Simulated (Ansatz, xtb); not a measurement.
# BGeH2Si: where a starting geometry ends

The starting geometry of this gas-phase doublet was built from a drawn formula by distance geometry and a force field; its bonds are those of `[B]#[Ge][SiH2]`.

```xyz
5

B     0.1404   -0.9342    5.0522
Ge   -0.0616   -0.9662    3.4304
Si   -0.3354   -1.0404    1.1158
H    -0.0368   -2.2179    0.2854
H    -1.3493   -0.2078    0.4451
```

Question: Predict what it relaxes into with r2SCAN-D4/def2-SVP.

Answer: It rearranges, giving a structure given below by its coordinates. Distances that change by over a tenth: B1–Ge2 (1.63 → 1.93 Å). Contacts that open: Ge2–Si3 (2.33 → 3.05 Å). Contacts that close: B1–Si3 (3.97 → 1.87 Å).

The energy falls by 3.15 eV over 29 steps:

```
step  E − E(last) (eV)
   1             3.150
   4             2.038
   7             1.581
  10             1.145
  13             0.450
  17             0.231
  20             0.224
  23             0.107
  26             0.002
  29             0.000
```

Final geometry (Å):

```json
{"atom": "B", "x (Å)": "-0.5753", "y (Å)": "-1.4894", "z (Å)": "3.3770"}
{"atom": "Ge", "x (Å)": "-0.1146", "y (Å)": "0.2511", "z (Å)": "4.0780"}
{"atom": "Si", "x (Å)": "-0.3749", "y (Å)": "-1.3932", "z (Å)": "1.5205"}
{"atom": "H", "x (Å)": "0.8834", "y (Å)": "-1.7215", "z (Å)": "0.7854"}
{"atom": "H", "x (Å)": "-1.4613", "y (Å)": "-1.0134", "z (Å)": "0.5682"}
```

From the same start GFN2-xTB reaches the same bonding as this run.

No frequencies were run, so the end isn't proven a minimum. Open shells are spin-unrestricted. Run with Ansatz 0.2.0, 3.4 min on 1 thread of Intel(R) Xeon(R) Platinum 8488C (Sapphire Rapids), on a shared host.
